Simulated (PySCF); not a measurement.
Spinor energies of Co+ (cobalt, charge +1)

Start: [Ar] 3d7 4s1; 3d3/2 filled at m_j = +1/2, +3/2; 3d5/2 filled at m_j = -3/2, -1/2, +1/2, +3/2, +5/2; 4s1/2 filled at m_j = +1/2. Calculated with PySCF 2.14 in x2c-TZVPall-2c with one added diffuse shell each of s, p, d type (7s8p5d1f, 63 functions): generalised Hartree-Fock with the X2C-1e Hamiltonian and a Gaussian nucleus; one run each with spin-orbit coupling (SO) switched off, then screened by Boettger's factors. This is a chosen level, not necessarily the ground level.

```csv
spinor shell,electrons,"ε, spin-free (eV)","ε, screened SO (eV)",weight of nominal j (screened SO),"rms radius, screened SO (bohr)"
1s1/2,2,-7785.2,-7785.0,1.000,0.0649
2s1/2,2,-973.62,-973.56,1.000,0.276
2p1/2,2,-831.23,-841.83,0.995,0.247
2p3/2,4,-831.23,-826.00,0.998,0.249
3s1/2,2,-134.26,-134.24,1.000,0.831
3p3/2,4,-90.920,-89.749,0.818,0.891
3p1/2,2,-90.920,-93.254,0.636,0.887
3d5/2,5,-26.629,-27.734,0.581,1.14
3d3/2,2,-26.629,-23.875,0.677,1.18
4s1/2,1,-15.822,-15.821,1.000,2.90
```

```json
{"quantity": "E (hartree)", "spin-free": "-1391.60152", "screened SO": "-1391.63081"}
{"quantity": "M_J", "spin-free": "5", "screened SO": "5"}
{"quantity": "⟨J²⟩", "spin-free": "30.005", "screened SO": "30.005"}
{"quantity": "⟨L²⟩", "spin-free": "12.003", "screened SO": "12.018"}
{"quantity": "⟨S²⟩", "spin-free": "6.002", "screened SO": "5.996"}
```

Each row is a mean over spinors that exchange with the open shell spreads, by up to 14.097 eV (3p3/2).

Rows whose weight is well below 1 are mixtures of j = l ± 1/2: exchange outweighs spin-orbit coupling there, and the label is only the starting occupation.

Without spin-orbit coupling the j labels of p, d and f shells carry no meaning; the spin-free column gives the mean over the occupied spinors of each nl shell.
